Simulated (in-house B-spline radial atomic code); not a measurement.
## RPA and G0W0 on LC-wPBE: Ge4+

Configuration [Ar] 3d10, mean-field start LC-wPBE. Computed with a B-spline radial code for spherical atoms: all electrons, scalar-relativistic (spin-free one-electron X2C), finite nucleus, each spin shell either full or empty, empty states to l = 9 with an (l + 1/2)⁻⁴ tail; G0W0 by contour deformation at full frequency.

Command:
```bash
python run_gw.py task.json out
```
Settings (radii: box in bohr, nucleus in fm):
```
Z                        32
electrons                28
configuration            [Ar] 3d10
hamiltonian              x2c
method                   lc_wpbe
lmax                     9
rms_radius               4.0742
spin_polarised           False
box_radius               11.96
intervals                68
```

Time taken, with all properties: 3 s on 1 thread of Arm Neoverse N1, on a shared host.

Energies (hartree):

```
                                     term        value
                         mean-field total  -2094.71373
Hartree-Fock functional on these orbitals  -2093.44030
                      direct second order       -2.429
                    second-order exchange      0.70479
                         SOSEX correction      0.64849
```

Problem. What is the RPA correlation energy, and what remains with SOSEX?

Solution. RPA gives -2.0993 hartree (-2.04 eV per electron); RPA + SOSEX gives -1.4509, and the second-order doubles -1.7242 hartree (no singles). RPA lacks exchange-type terms and so overcorrelates at short range.

Quasi-particle levels (eV):

```
level  occupied  mean field  Σx - vxc     Σc  QP weight    G0W0
   3d       yes      -83.71     -9.81      ?          ?       ?
   4s        no      -47.55      2.96  -1.32      0.990  -45.91
```

G0W0 = mean field + (Σx - vxc) + Σc, with Σc (partial-wave tail included) taken at the quasi-particle energy. Only the outer levels were computed. Levels of low weight are left out.

Problem. Where does G0W0 put 3d?

Solution. At -91.45 eV, with Σc = 2.07 eV and a quasi-particle weight of 0.952. The tabulated removal energy is 90.5 ± 0.019 eV (NIST, measured); the calculation leaves out spin-orbit coupling, Breit and QED terms, and what these don't explain is the method's own error.
